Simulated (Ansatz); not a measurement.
`CC(C)C(C)(C)C` + `O[SiH](F)[O][GeH3]` → `CO[SiH](F)[O][GeH3]` + `CCC(C)(C)C`  (substitution at a C–C bond)

Computed with Ansatz on PBE0-D4/def2-TZVP structures; ΔE is electronic, products minus reactants. CCSD(T)/CBS is the MP2 limit (def2-TZVPP, def2-QZVPP) plus CCSD(T) − MP2 in def2-TZVPP, frozen cores. Functionals use def2-TZVPP. HSE06 is defined as in plane-wave codes. For Ge outer-core shells are correlated without core-valence functions, which leaves a few kJ/mol of doubt a bond. Scalar relativity is left out up to krypton. Each species was taken in one conformer, which may not be the lowest.

```json
{"level": "HSE06", "ΔE (kJ/mol)": "45.7"}
{"level": "CAM-B3LYP", "ΔE (kJ/mol)": "39.5"}
{"level": "HF/def2-SVP", "ΔE (kJ/mol)": "22.5"}
{"level": "MP2/def2-SVP", "ΔE (kJ/mol)": "51.3"}
```

Task: What does CCSD(T)/CBS give? (Best estimate.)

Result: Computed: +55.1 kJ/mol. The listed levels differ from it by -9.4, -15.6, -32.6, -3.8 kJ/mol.

Largest T1 diagnostic among the species: 0.012.

At CCSD(T), def2-SVP lies −11.4 kJ/mol from the extrapolated value and def2-TZVPP −2.0 kJ/mol. The D4 term adds +7.0 kJ/mol with B3LYP and +3.9 kJ/mol with PBE0; it sums over pairs of atoms, weighted by their polarisabilities, and B3LYP, whose exchange is more repulsive, gets the larger term. Leaving LDA and LC-ωPBE aside and taking each functional with its dispersion term where it has one, the values, not all of them listed here, spread over 11.9 kJ/mol, from BLYP-D4 to PBE-QIDH. LDA lies +13.9 kJ/mol from PBE without D4.

B3LYP here is the variant with VWN-RPA as its local correlation; programs differ in this.
